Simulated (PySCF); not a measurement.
Vertical excitation energies

Compound: C₃H₁₂OSi₃.
Numbering: `[CH2:1]=[CH:2][CH2:3][Si@H:4]([SiH3:5])[O:6][SiH3:7]` (hydrogens: H8, H9 on C1; H10 on C2; H11, H12 on C3; H13 on Si4; H14, H15, H16 on Si5; H17, H18, H19 on Si7)

Level of theory: TDDFT CAM-B3LYP/def2-SVPD, vertical, gas phase, core orbitals frozen in the response in PySCF. Isolated species at its PBE0-D3(BJ)/def2-SVP geometry (one conformer only). Torsions of this conformer, `[CH2:1]=[CH:2][CH2:3][Si@H:4]([SiH3:5])[O:6][SiH3:7]`: C1–C2–C3–Si4 97°, C2–C3–Si4–Si5 60°, C3–Si4–O6–Si7 75°.

```json
{"state": "S1", "E (eV)": "6.32", "E (hartree)": "0.2322", "f": "0.029", "main configurations (H = HOMO, L = LUMO)": "H→L (74%), H-1→L (14%)"}
{"state": "S2", "E (eV)": "6.58", "E (hartree)": "0.2418", "f": "0.179", "main configurations (H = HOMO, L = LUMO)": "H→L+1 (89%)"}
{"state": "S3", "E (eV)": "6.80", "E (hartree)": "0.2498", "f": "0.0039", "main configurations (H = HOMO, L = LUMO)": "H-1→L (54%), H→L (15%)"}
{"state": "S4", "E (eV)": "6.87", "E (hartree)": "0.2526", "f": "0.081", "main configurations (H = HOMO, L = LUMO)": "H→L+3 (43%), H→L+2 (30%), H-1→L (11%)"}
{"state": "S5", "E (eV)": "7.10", "E (hartree)": "0.2607", "f": "0.062", "main configurations (H = HOMO, L = LUMO)": "H→L+2 (29%), H-1→L+3 (26%), H→L+3 (16%)"}
{"state": "S6", "E (eV)": "7.29", "E (hartree)": "0.2680", "f": "0.036", "main configurations (H = HOMO, L = LUMO)": "H-1→L+1 (54%), H→L+3 (12%)"}
{"state": "S7", "E (eV)": "7.46", "E (hartree)": "0.2740", "f": "0.013", "main configurations (H = HOMO, L = LUMO)": "H-1→L+3 (15%), H→L+3 (14%), H→L+7 (12%)"}
{"state": "S8", "E (eV)": "7.50", "E (hartree)": "0.2755", "f": "0.026", "main configurations (H = HOMO, L = LUMO)": "H→L+4 (48%), H→L+7 (11%), H→L+6 (9%)"}
{"state": "S9", "E (eV)": "7.56", "E (hartree)": "0.2780", "f": "0.039", "main configurations (H = HOMO, L = LUMO)": "H-1→L+3 (18%), H-1→L+1 (16%), H-1→L+2 (14%)"}
{"state": "S10", "E (eV)": "7.66", "E (hartree)": "0.2816", "f": "0.081", "main configurations (H = HOMO, L = LUMO)": "H-2→L (35%), H-1→L+2 (26%), H→L+5 (8%)"}
```

Triplets (Tamm–Dancoff): T1 4.19 eV, H→L+1 (46%), H→L (12%), H→L+2 (8%); T2 5.79 eV, H-1→L (44%), H→L (28%); T3 6.20 eV, H-1→L+3 (32%), H→L+3 (26%); T4 6.49 eV, H→L (44%), H-1→L (25%), H-2→L (9%).

The lowest singlet lies at 6.32 eV (196 nm, vacuum ultraviolet) and is weak; its leading configuration is HOMO→LUMO (74%). The strongest level in the table is S2 at 6.58 eV (188 nm, f = 0.179). Löwdin shares by element: HOMO carbon 65%, silicon 10% or more (atoms not listed hold the other 25%); LUMO silicon 45%, oxygen 10% (atoms not listed hold the other 44%). Weighted by f, the mean energy of these states is 7.01 eV. The listed states span 1.34 eV, and the widest gap between neighbours is 0.26 eV (S1 to S2). Of the 10 states listed, 9 reach f = 0.01 and none stays under 0.0005. The vertical ionisation energy (ΔSCF) is 9.11 eV, 1.45 eV above S10. Only the lowest 10 singlets were computed, as vertical energies without vibronic structure.

Hardware: one thread of an Arm Neoverse V2 (shared host). Cost: 3.7 min.
